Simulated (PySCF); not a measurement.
PySCF input for fluoroethane (C2H5F), SMILES CCF, TDA-ωB97X/def2-SVPD. The structure is a stationary point at PBE-D3(BJ)/def2-TZVP.

```python
import numpy as np
from pyscf import gto, scf, dft, tdscf

mol = gto.M(
    atom='''
    C    -0.22526271    1.19538141    0.00000000
    C     0.54867469   -0.10280314    0.00000000
    F    -0.33958208   -1.19380572   -0.00000000
    H     0.47264127    2.04627775   -0.00000001
    H    -0.86121198    1.27097895   -0.89271019
    H    -0.86121197    1.27097896    0.89271019
    H     1.18277477   -0.19972693    0.89626861
    H     1.18277477   -0.19972693   -0.89626861
    ''',
    basis='def2-SVPD',
    charge=0,
    spin=0,
    symmetry=True,
    max_memory=1600,
    verbose=4,
)
mf = dft.RKS(mol, xc='wb97x').density_fit(auxbasis='def2-universal-jkfit')
mf.grids.level = 3
mf.conv_tol = 1e-9
mf.max_cycle = 100
mf.kernel()
mf.grids = dft.Grids(mol).set(level=1).build(with_non0tab=True)  # coarser grid for the response kernel
td = tdscf.TDA(mf)
td.singlet = True
td.nstates = 10
td.conv_tol = 1e-4
td.positive_eig_threshold = 1e-6
td.kernel(x0=td.get_init_guess(mf, 15))
td.analyze()
tt = tdscf.TDA(mf)
tt.singlet = False
tt.nstates = 4
tt.conv_tol = 1e-4
tt.positive_eig_threshold = 1e-6
tt.kernel(x0=tt.get_init_guess(mf, 9))
tt.analyze(verbose=3)
```

Log of the run:

```
PySCF version 2.14.0

[INPUT] verbose = 4
[INPUT] num. atoms = 8
[INPUT] num. electrons = 26
[INPUT] charge = 0
[INPUT] spin (= nelec alpha-beta = 2S) = 0
[INPUT] symmetry True subgroup None
[INPUT] Mole.unit = angstrom
[INPUT] Symbol           X                Y                Z      unit          X                Y                Z       unit  Magmom
[INPUT]  1 C     -0.225262710000   1.195381410000   0.000000000000 AA   -0.425684827977   2.258943479296   0.000000000000 Bohr   0.0
[INPUT]  2 C      0.548674690000  -0.102803140000   0.000000000000 AA    1.036844895581  -0.194269779345   0.000000000000 Bohr   0.0
[INPUT]  3 F     -0.339582080000  -1.193805720000   0.000000000000 AA   -0.641717128010  -2.255965856739   0.000000000000 Bohr   0.0
[INPUT]  4 H      0.472641270000   2.046277750000  -0.000000010000 AA    0.893162555467   3.866904522291  -0.000000018897 Bohr   0.0
[INPUT]  5 H     -0.861211980000   1.270978950000  -0.892710190000 AA   -1.627454777394   2.401802125587  -1.686977767708 Bohr   0.0
[INPUT]  6 H     -0.861211970000   1.270978960000   0.892710190000 AA   -1.627454758497   2.401802144485   1.686977767708 Bohr   0.0
[INPUT]  7 H      1.182774770000  -0.199726930000   0.896268610000 AA    2.235120382345  -0.377429197400   1.693702206945 Bohr   0.0
[INPUT]  8 H      1.182774770000  -0.199726930000  -0.896268610000 AA    2.235120382345  -0.377429197400  -1.693702206945 Bohr   0.0

nuclear repulsion = 78.6792972440509
point group symmetry = Cs
symmetry origin: [ 1.45363547e-09 -4.36090641e-09 -7.26817743e-10]
symmetry axis x: [ 1.00000000e+00 -9.15361094e-10  9.43384996e-10]
symmetry axis y: [-9.15361094e-10 -1.00000000e+00  4.47797333e-10]
symmetry axis z: [-9.43384995e-10  4.47797346e-10  1.00000000e+00]
num. orbitals of irrep A' = 66
num. orbitals of irrep A" = 37
number of shells = 45
number of NR pGTOs = 143
number of NR cGTOs = 103
basis = def2-SVPD
ecp = {}


[settings echo left out]
init E= -178.947925144712
HOMO (A") = -0.371194953092069  LUMO (A') = 0.0655749850430305  gap/eV = 11.88512
cycle= 1 E= -178.85088713375  delta_E= 0.097  |g|= 0.472  |ddm|= 2.97
HOMO (A') = -0.382870453338225  LUMO (A') = 0.0893132659367271  gap/eV = 12.84877
cycle= 2 E= -178.851623593484  delta_E= -0.000736  |g|= 0.527  |ddm|= 0.765
HOMO (A") = -0.445141034230257  LUMO (A') = 0.0961173421753405  gap/eV = 14.72839
cycle= 3 E= -178.89452348892  delta_E= -0.0429  |g|= 0.0338  |ddm|= 0.348
HOMO (A") = -0.439822430365728  LUMO (A') = 0.0980478577018613  gap/eV = 14.63620
cycle= 4 E= -178.894751178803  delta_E= -0.000228  |g|= 0.0128  |ddm|= 0.0515
HOMO (A") = -0.441455502607605  LUMO (A') = 0.0985998102650005  gap/eV = 14.69565
cycle= 5 E= -178.894792048124  delta_E= -4.09e-05  |g|= 0.00293  |ddm|= 0.0196
HOMO (A") = -0.441143109619777  LUMO (A') = 0.0986380353715117  gap/eV = 14.68819
cycle= 6 E= -178.894794401647  delta_E= -2.35e-06  |g|= 0.000327  |ddm|= 0.00541
HOMO (A") = -0.441104446781285  LUMO (A') = 0.0986527318309629  gap/eV = 14.68754
cycle= 7 E= -178.894794468093  delta_E= -6.64e-08  |g|= 8.07e-05  |ddm|= 0.00121
HOMO (A") = -0.441117193253777  LUMO (A') = 0.0986514543533827  gap/eV = 14.68785
cycle= 8 E= -178.894794470431  delta_E= -2.34e-09  |g|= 3.08e-05  |ddm|= 0.00019
HOMO (A") = -0.441111862849858  LUMO (A') = 0.0986535163421487  gap/eV = 14.68776
cycle= 9 E= -178.894794470778  delta_E= -3.47e-10  |g|= 4.79e-06  |ddm|= 6.94e-05
HOMO (A") = -0.441112693789589  LUMO (A') = 0.0986531734362224  gap/eV = 14.68778
Extra cycle  E= -178.894794470786  delta_E= -8.01e-12  |g|= 2.28e-06  |ddm|= 1.17e-05
converged SCF energy = -178.894794470786
tot grids = 28024
Overwritten attributes  positive_eig_threshold  of <class 'pyscf.tdscf.rks.TDA'>


******** <class 'pyscf.tdscf.rks.TDA'> for <class 'pyscf.df.df_jk.DFSymAdaptedRKS'> ********
nstates = 10 singlet
deg_eia_thresh = 1.000e-03
wfnsym = None
conv_tol = 0.0001
eigh lindep = 1e-12
eigh level_shift = 0
eigh max_cycle = 100


Excitation energies (eV)
[ 9.53196265  9.93437738 10.13033292 10.49485046 10.76852031 11.07149996
 11.19257762 11.30166386 11.51768589 11.54713708]

** Singlet excitation energies and oscillator strengths **
Excited State   1:   A"      9.53196 eV    130.07 nm  f=0.0067
      13 -> 14       -0.62447
      13 -> 15       -0.23785
      13 -> 16        0.14938
Excited State   2:   A'      9.93438 eV    124.80 nm  f=0.0082
      12 -> 14        0.57135
      12 -> 15        0.25730
      12 -> 16       -0.28116
Excited State   3:   A"     10.13033 eV    122.39 nm  f=0.0022
      10 -> 14        0.13139
      13 -> 14       -0.24752
      13 -> 15        0.26681
      13 -> 16       -0.53220
      13 -> 18       -0.13126
      13 -> 19       -0.11191
      13 -> 23        0.10011
Excited State   4:   A'     10.49485 eV    118.14 nm  f=0.0123
      12 -> 14       -0.37160
      12 -> 15        0.21394
      12 -> 16       -0.49666
      12 -> 18       -0.15186
      12 -> 19       -0.10728
Excited State   5:   A"     10.76852 eV    115.14 nm  f=0.1477
      10 -> 14        0.23093
      10 -> 15       -0.10826
      13 -> 15        0.52050
      13 -> 16        0.34248
Excited State   6:   A'     11.07150 eV    111.99 nm  f=0.0962
      11 -> 14        0.61252
      11 -> 15       -0.16115
      12 -> 15       -0.23357
      12 -> 16       -0.11206
Excited State   7:   A'     11.19258 eV    110.77 nm  f=0.2651
      11 -> 14        0.23892
      12 -> 15        0.51710
      12 -> 16        0.29953
      13 -> 17       -0.19825
Excited State   8:   A'     11.30166 eV    109.70 nm  f=0.0543
      12 -> 15       -0.16241
      13 -> 17       -0.65718
Excited State   9:   A"     11.51769 eV    107.65 nm  f=0.0087
      10 -> 14       -0.40394
      12 -> 17       -0.52529
      13 -> 18       -0.11222
Excited State  10:   A"     11.54714 eV    107.37 nm  f=0.0204
      10 -> 14        0.42019
      12 -> 17       -0.43272
      13 -> 15       -0.19015
      13 -> 18        0.20078
      13 -> 19        0.10363

** Transition electric dipole moments (AU) **
state          X           Y           Z        Dip. S.      Osc.
  1        -0.0000      0.0000     -0.1700      0.0289      0.0067
  2         0.1476      0.1083     -0.0000      0.0335      0.0082
  3         0.0000      0.0000      0.0949      0.0090      0.0022
  4        -0.0915     -0.1986     -0.0000      0.0478      0.0123
  5        -0.0000      0.0000      0.7481      0.5597      0.1477
  6         0.2612      0.5354      0.0000      0.3548      0.0962
  7         0.9450     -0.2719     -0.0000      0.9669      0.2651
  8         0.4375     -0.0672     -0.0000      0.1960      0.0543
  9        -0.0000     -0.0000      0.1761      0.0310      0.0087
 10         0.0000      0.0000      0.2688      0.0723      0.0204

** Transition velocity dipole moments (imaginary part, AU) **
state          X           Y           Z        Dip. S.      Osc.
  1         0.0000     -0.0000     -0.0313      0.0010      0.0019
  2         0.0220      0.0494     -0.0000      0.0029      0.0053
  3         0.0000     -0.0000     -0.0207      0.0004      0.0008
  4        -0.0697     -0.0484     -0.0000      0.0072      0.0124
  5         0.0000     -0.0000      0.3092      0.0956      0.1611
  6         0.0905      0.2188      0.0000      0.0561      0.0919
  7         0.3721     -0.1257      0.0000      0.1543      0.2500
  8         0.1440     -0.0234     -0.0000      0.0213      0.0342
  9        -0.0000      0.0000      0.0317      0.0010      0.0016
 10         0.0000     -0.0000      0.0858      0.0074      0.0116

** Transition magnetic dipole moments (imaginary part, AU) **
state          X           Y           Z
  1        -0.0635     -0.9425      0.0000
  2         0.0000     -0.0000      0.7257
  3        -1.1090      0.2240      0.0000
  4         0.0000      0.0000      0.6080
  5        -0.4511     -0.3673     -0.0000
  6        -0.0000      0.0000      0.8973
  7        -0.0000      0.0000      0.4662
  8         0.0000     -0.0000     -0.0660
  9         0.3269      0.0268      0.0000
 10        -0.5937      0.0795      0.0000


******** <class 'pyscf.tdscf.rks.TDA'> for <class 'pyscf.df.df_jk.DFSymAdaptedRKS'> ********
nstates = 4 triplet
deg_eia_thresh = 1.000e-03
wfnsym = None
conv_tol = 0.0001
eigh lindep = 1e-12
eigh level_shift = 0
eigh max_cycle = 100


Excitation energies (eV)
[9.30397815 9.58274502 9.66954885 9.98876363]

** Triplet excitation energies and oscillator strengths **
Excited State   1:   A"      9.30398 eV    133.26 nm  f=0.0000
Excited State   2:   A'      9.58275 eV    129.38 nm  f=0.0000
Excited State   3:   A"      9.66955 eV    128.22 nm  f=0.0000
Excited State   4:   A'      9.98876 eV    124.12 nm  f=0.0000
```

The calculation finished and met its thresholds.
